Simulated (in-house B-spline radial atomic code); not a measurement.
RPA and G0W0 for Au, [Xe] 4f14 5d10 6s1, highest spin, as one setting changes: the radius of a hard wall (bohr). Start: PBE. A dash marks a level of low quasi-particle weight. Computed with a B-spline radial code for spherical atoms: all electrons, scalar-relativistic (spin-free one-electron X2C), finite nucleus, each spin shell either full or empty, empty states to l = 9 with an (l + 1/2)⁻⁴ tail; G0W0 by contour deformation at full frequency.

Without the two-electron picture change, the correlation of inner shells comes somewhat too large for so heavy an element.

RPA overbinds a lone outer s electron by self-correlation, and G0W0 tends to as well.

```json
{"radius of a hard wall (bohr)": "2", "mean-field level (eV)": "112.62", "G0W0 level (eV)": "6s up 105.37", "RPA correlation (Eh)": "-7.2328"}
{"radius of a hard wall (bohr)": "2.5", "mean-field level (eV)": "42.83", "G0W0 level (eV)": "6s up 36.34", "RPA correlation (Eh)": "-7.177"}
{"radius of a hard wall (bohr)": "3", "mean-field level (eV)": "?", "G0W0 level (eV)": "?", "RPA correlation (Eh)": "?"}
{"radius of a hard wall (bohr)": "3.5", "mean-field level (eV)": "5.460", "G0W0 level (eV)": "6s up 0.217", "RPA correlation (Eh)": "-7.1675"}
{"radius of a hard wall (bohr)": "4", "mean-field level (eV)": "0.095", "G0W0 level (eV)": "-", "RPA correlation (Eh)": "-7.166"}
{"radius of a hard wall (bohr)": "5", "mean-field level (eV)": "-4.128", "G0W0 level (eV)": "-", "RPA correlation (Eh)": "-7.1602"}
{"radius of a hard wall (bohr)": "6", "mean-field level (eV)": "?", "G0W0 level (eV)": "?", "RPA correlation (Eh)": "?"}
{"radius of a hard wall (bohr)": "8", "mean-field level (eV)": "-5.992", "G0W0 level (eV)": "-", "RPA correlation (Eh)": "-7.1497"}
{"radius of a hard wall (bohr)": "12", "mean-field level (eV)": "-6.065", "G0W0 level (eV)": "-", "RPA correlation (Eh)": "-7.1475"}
```

**Question.** What belongs in the row for 6?

**Answer.** mean-field level (eV): -5.416; G0W0 level (eV): -; RPA correlation (Eh): -7.1549.

**Question.** What belongs in the row for 3?

**Answer.** mean-field level (eV): 16.704; G0W0 level (eV): 6s up 10.832; RPA correlation (Eh): -7.1679.
